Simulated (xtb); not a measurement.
ClO2W, doublet, from a rough starting geometry (GFN-xTB shapes and energies of metal compounds can be far from the true ones) (the multiplicity is a formal guess); GFN2-xTB (xtb).

The xtb input:
```
$ xtb mol.xyz --gfn 2 --uhf 1 --opt vtight --json

# file mol.xyz
4

W      0.14375293    -0.00138443     0.07214069
O      1.59331376    -0.50882391    -0.38907454
O     -0.70156263    -0.84317285     1.40525509
Cl    -0.96703847     1.33910596    -1.12691456
```

It wrote (shortened):

```
   ID    Z sym.   atoms
    1   74 W      1
    2    8 O      2, 3
    3   17 Cl     4

           -------------------------------------------------
          |                Calculation Setup                |
           -------------------------------------------------

           -------------------------------------------------
          |                 G F N 2 - x T B                 |
           -------------------------------------------------

          ...................................................
          :                      SETUP                      :
          :.................................................:
          :  # basis functions                  28          :
          :  # atomic orbitals                  26          :
          :  # shells                           10          :
          :  # electrons                        25          :
          :  max. iterations                   250          :
          :  Hamiltonian                  GFN2-xTB          :
          :  restarted?                      false          :
          :  GBSA solvation                  false          :
          :  PC potential                    false          :
          :  electronic temp.          300.0000000     K    :
          :  accuracy                    1.0000000          :
          :  -> integral cutoff          0.2500000E+02      :
          :  -> integral neglect         0.1000000E-07      :
          :  -> SCF convergence          0.1000000E-05 Eh   :
          :  -> wf. convergence          0.1000000E-03 e    :
          :  Broyden damping             0.4000000          :
          :  net charge                          0          :
          :  unpaired electrons                  1          :
          ...................................................

 iter      E             dE          RMSdq      gap      omega  full diag
   1     -1.9423487 -0.194235E+01  0.441E+01    0.86       0.0  T
   2     -8.1381935 -0.619584E+01  0.378E+01    0.02       1.0  T
   3    -12.2082012 -0.407001E+01  0.473E+01    0.81       1.0  T
   4    -12.4963114 -0.288110E+00  0.302E+01    0.27       1.0  T
   5    -12.7716435 -0.275332E+00  0.291E+01    0.44       1.0  T
   6    -13.7310567 -0.959413E+00  0.268E+01    0.20       1.0  T
   7    -13.7458346 -0.147780E-01  0.259E+01    0.13       1.0  T
   8    -14.7387543 -0.992920E+00  0.128E+01    1.91       1.0  T
   9    -15.0504278 -0.311674E+00  0.152E+01    2.14       1.0  T
  10    -14.9390354  0.111392E+00  0.987E+00    1.52       1.0  T
  11    -14.9036183  0.354171E-01  0.144E+01    0.99       1.0  T
  12    -15.0552273 -0.151609E+00  0.102E+01    1.37       1.0  T
  13    -15.0501497  0.507760E-02  0.834E+00    1.48       1.0  T
  14    -14.8552779  0.194872E+00  0.140E+01    2.06       1.0  T
  15    -14.7948071  0.604709E-01  0.155E+01    2.07       1.0  T
  16    -15.0156926 -0.220886E+00  0.101E+01    2.16       1.0  T
  17    -15.1368483 -0.121156E+00  0.522E+00    2.18       1.0  T
  18    -15.1409411 -0.409285E-02  0.496E+00    2.18       1.0  T
  19    -15.1605763 -0.196352E-01  0.376E+00    2.15       1.0  T
  20    -15.1694159 -0.883960E-02  0.262E+00    2.12       1.0  T
  21    -15.1709125 -0.149660E-02  0.257E+00    2.11       1.0  T
  22    -15.1767832 -0.587072E-02  0.645E-01    2.01       1.0  T
  23    -15.1757883  0.994870E-03  0.830E-01    1.97       1.0  T
  24    -15.1748917  0.896655E-03  0.136E+00    1.94       1.0  T
  25    -15.1769806 -0.208893E-02  0.784E-01    1.97       1.0  T
  26    -15.1773120 -0.331396E-03  0.579E-01    1.98       1.0  T
  27    -15.1777268 -0.414820E-03  0.159E-01    1.99       1.0  T
  28    -15.1777458 -0.190034E-04  0.605E-02    1.99       1.0  T
  29    -15.1777468 -0.100576E-05  0.329E-02    1.99       1.5  T
  30    -15.1777469 -0.292009E-07  0.393E-02    1.99       1.3  T
  31    -15.1777468  0.204188E-07  0.425E-02    1.99       1.2  T
[...]
         :: total energy             -15.116436645558 Eh    ::
 * total energy  :   -15.1164366 Eh     change       -0.2711875E-09 Eh
 * total energy  :   -15.1261837 Eh     change       -0.9747021E-02 Eh
 * total energy  :   -15.1276993 Eh     change       -0.1515669E-02 Eh
 * total energy  :   -15.1278152 Eh     change       -0.1158981E-03 Eh
 * total energy  :   -15.1278207 Eh     change       -0.5507554E-05 Eh
 * total energy  :   -15.1278229 Eh     change       -0.2159728E-05 Eh
 * total energy  :   -15.1278241 Eh     change       -0.1229993E-05 Eh
 * total energy  :   -15.1278258 Eh     change       -0.1638574E-05 Eh
 * total energy  :   -15.1278264 Eh     change       -0.5859328E-06 Eh
 * total energy  :   -15.1278266 Eh     change       -0.2549917E-06 Eh
 * total energy  :   -15.1278267 Eh     change       -0.7405712E-07 Eh
   *** GEOMETRY OPTIMIZATION CONVERGED AFTER 11 ITERATIONS ***
         :: total energy             -15.127826685590 Eh    ::
[...]
         2        2.0000           -0.7316667             -19.9097
         3        2.0000           -0.6948732             -18.9085
         4        2.0000           -0.5457467             -14.8505
         5        2.0000           -0.5353289             -14.5670
         6        2.0000           -0.5208405             -14.1728
         7        2.0000           -0.4930627             -13.4169
         8        2.0000           -0.4899749             -13.3329
         9        2.0000           -0.4744555             -12.9106
        10        2.0000           -0.4639089             -12.6236
        11        2.0000           -0.4629091             -12.5964
        12        2.0000           -0.4466180             -12.1531
        13        1.0000           -0.4153088             -11.3011 (HOMO)
        14                         -0.3403542              -9.2615 (LUMO)
        15                         -0.2766786              -7.5288
        16                         -0.2030826              -5.5262
        17                         -0.1852736              -5.0416
        18                         -0.1529255              -4.1613
        19                         -0.0510403              -1.3889
        20                         -0.0490726              -1.3353
        21                         -0.0303103              -0.8248
        22                         -0.0247620              -0.6738
        23                         -0.0099534              -0.2708
        24                          0.1849632               5.0331
       ...                                ...                  ...
        26                          0.7523120              20.4715
      -------------------------------------------------------------
                  HL-Gap            0.0749546 Eh            2.0396 eV
             Fermi-level           -0.4043974 Eh          -11.0042 eV

     #   Z          covCN         q      C6AA      α(0)
     1  74 W        2.527     0.861   416.636    45.019
     2   8 O        0.830    -0.432    22.350     6.338
     3   8 O        0.830    -0.432    22.350     6.338
     4  17 Cl       0.866     0.004    99.043    15.225

 Mol. C6AA /au·bohr⁶  :       1543.526042
 Mol. C8AA /au·bohr⁸  :     131165.363324
 Mol. α(0) /au        :         72.919297

Wiberg/Mayer (AO) data.
largest (>0.10) Wiberg bond orders for each atom

 ---------------------------------------------------------------------------
     #   Z sym  total        # sym  WBO       # sym  WBO       # sym  WBO
 ---------------------------------------------------------------------------
     1  74 W    5.962 --     3 O    2.217     2 O    2.217     4 Cl   1.528
     2   8 O    2.413 --     1 W    2.217     3 O    0.108
     3   8 O    2.413 --     1 W    2.217     2 O    0.108
     4  17 Cl   1.704 --     1 W    1.528
 ---------------------------------------------------------------------------

Topologies differ in total number of bonds
Writing topology from bond orders to xtbtopo.mol

molecular dipole:
                 x           y           z       tot (Debye)
 q only:       -0.678       0.946      -0.744
   full:       -1.042       1.445      -1.144       5.381
molecular quadrupole (traceless):
                xx          xy          yy          xz          yz          zz
 q only:       -2.611       0.648       2.652       3.582       2.052      -0.041
  q+dip:       -2.373       1.033       2.335       3.027       2.347       0.037
   full:       -2.534       1.143       2.495       3.226       2.567       0.039

optimized geometry written to: xtbopt.xyz

           -------------------------------------------------
          | TOTAL ENERGY              -15.127826685590 Eh   |
          | GRADIENT NORM               0.000023075669 Eh/α |
          | HOMO-LUMO GAP               2.039617401236 eV   |
           -------------------------------------------------

normal termination of xtb
```
